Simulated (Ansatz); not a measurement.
Species: C2N (charge 0, doublet). It need not be the lowest isomer of its formula. SMILES: [C][C][N]
Geometry from a B3LYP-D3(BJ)/def2-TZVP (Ansatz, an electronic-structure program) optimisation:
```
C
N 1 1.1790
C 1 1.3674 2 180.00
```
Charge 0, spin multiplicity 2.

**Question.** Give the harmonic wavenumbers at B3LYP-D3(BJ)/def2-TZVP (Ansatz, finite differences of forces, unscaled).

**Answer.** 266, 402, 1081, 2019 cm⁻¹. Zero-point energy 5.4 kcal/mol.

**Question.** From these and the geometry, give the ideal-gas thermochemistry at 298.15 K and 1 atm (rigid rotor, harmonic oscillator).

**Answer.** Point group C∞v, rotational symmetry number 1. Rotational constants 12.05, 12.05 GHz. S(trans) 36.84, S(rot) 14.40, S(vib) 2.64, S(elec, spin only) 1.38, S 55.3 cal/(mol K). H(298) - H(0) 2.57 kcal/mol; G - E(el) -8.5 kcal/mol.
